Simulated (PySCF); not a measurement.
Dipole moment and polarisability of `FC(F)[Si@H](F)[SiH2]P`

Species: CH6F3PSi2.
SMILES with atom numbers: `[F:1][CH:2]([F:3])[Si@H:4]([F:5])[SiH2:6][PH2:7]` (hydrogens: H8 on C2; H9 on Si4; H10, H11 on Si6; H12, H13 on P7)

Structure used (GFN2-xTB), in Å, numbered top down from 1:
```
atom  x, y, z in Å
F1     1.1664    1.6421   -0.7033
C2     1.8529    0.6917    0.0041
F3     1.8787    1.1435    1.2883
Si4    0.9398   -1.0217   -0.1118
F5     1.7624   -1.7457   -1.3035
Si6   -1.2397   -0.6623   -0.8152
P7    -2.3401    0.4672    0.7773
H8     2.8874    0.7093   -0.3661
H9     1.3816   -1.7563    1.0666
H10   -1.2650   -0.0101   -2.1357
H11   -1.9428   -1.9452   -0.9661
H12   -1.6863    1.6679    0.5641
H13   -3.3997    0.8200   -0.0389
```

Level: B3LYP/def2-SVPD (PySCF), static field, nuclei fixed, core orbitals frozen in the response. The polarisability tensor in these axes (au):

```
x   108.41  -5.84  -2.40
y    -5.84  90.11   6.07
z    -2.40   6.07  90.03
```

What are the eigenvalues, a third of the trace, and Δα (Δα² = ½Σ(αi − αj)² over the three pairs)?

Principal values 83.73, 93.88 and 110.93 au; mean 96.18 au = 14.25 Å³ = 15.86 × 10⁻⁴⁰ C²·m²/J; Δα = 23.80 au (25 % of the mean).

What is the dipole moment, and where does it point?

(-0.93, -0.61, -0.21) D, 1.13 D in size, pointing from the negative to the positive side. Measured along this direction, the outermost atoms are H8 at the negative end and H11 at the positive end.

What would n − 1 = 2πNα be for an ideal gas of these molecules at 500 K and 1 atm, electronic part alone?

N = p/kT = 1.4678 × 10¹⁹ cm⁻³, so n − 1 = 2π × N × 14.25 × 10⁻²⁴ cm³ = 1314 × 10⁻⁶ at long wavelengths, for an ideal gas.

What depolarisation ratio follows for Rayleigh scattering of linearly polarised light, taking the static tensor?

ρ = 3Δα²/(45ᾱ² + 4Δα²) = 1699.6/(416296 + 2266.1) = 0.00406.

Give the principal axes and the span of the nuclei along them.

Largest value along (0.93, -0.32, -0.20), where the nuclei span 5.93 Å; middle along (0.36, 0.60, 0.72), 4.83 Å; least along (0.11, 0.74, -0.67), 3.66 Å. The response follows the extents in order.

How large is μ²/3kT at 500 K beside α?

In Gaussian units μ²/3kT = 6.19 Å³ against 14.25 Å³, a ratio of 0.43; the Debye molar polarisation (4π/3)N_A(α + μ²/3kT) is 51.6 cm³/mol, leaving out the vibrational part.

Find the Langevin capture rate constant for O2+ (31.990 u) meeting this molecule (161.970 u), k = 2.342 × 10⁻⁹ cm³/s × √(α in Å³ / reduced mass in u).

The reduced mass is 26.71 u, so k = 1.71 × 10⁻⁹ cm³/s. The formula leaves out the permanent dipole, which adds to the capture rate.

The structure is a single GFN2-xTB conformer in the gas phase; no vibrational or solvent corrections.

These values come from a run that also computed excited states. Time: 29 s; peak memory 0.84 GiB. Hardware: one thread, Arm Neoverse V2 (aarch64), no GPU, shared host with 192 logical CPUs at a one-minute load of 103.
